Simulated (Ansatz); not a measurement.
Relaxation of C$_{3}$H$_{5}$Al (9 atoms, charge 0, multiplicity 1), to a largest force component of 0.02 eV/Å in at most 50 steps.

The calculation used RKS BLYP-D4/def2-SVP in Ansatz.

```xyz
9
Properties=species:S:1:pos:R:3
C -0.673 1.545 -1.181
C 0.126 0.795 -0.687
C 1.009 -0.157 -0.042
Al -0.423 -1.107 1.003
H -1.297 2.241 -1.658
H 1.539 -0.741 -0.805
H 1.772 0.384 0.533
H -0.161 -2.328 1.920
H -1.892 -0.631 0.917
```

**Question.** Where does it end, and by what steps?

**Answer.** It converged. After 9 steps the energy has fallen by 0.268 eV; H5 moved furthest, 0.47 Å.

| step | energy less start (eV) | largest force component (eV/Å) | accepted |
| --- | --- | --- | --- |
| 0 | 0.0000 | 1.548 | yes |
| 1 | -0.2154 | 0.408 | yes |
| 2 | -0.2523 | 0.292 | yes |
| 3 | -0.2598 | 0.217 | yes |
| 4 | -0.2651 | 0.115 | yes |
| 5 | -0.2650 | 0.099 | no |
| 6 | -0.2654 | 0.077 | yes |
| 7 | -0.2668 | 0.101 | yes |
| 8 | -0.2675 | 0.027 | yes |
| 9 | -0.2676 | 0.008 | yes |

```xyz
9
Properties=species:S:1:pos:R:3
C -0.535 1.768 -1.405
C 0.094 0.917 -0.791
C 0.779 -0.119 -0.031
Al -0.423 -1.231 1.110
H -1.076 2.524 -1.953
H 1.339 -0.813 -0.701
H 1.560 0.317 0.637
H 0.240 -2.448 1.905
H -1.978 -0.916 1.229
```

Time of the run: 11 s on 2 threads of Arm Neoverse V2, on a shared host, peak memory 0.11 GiB.
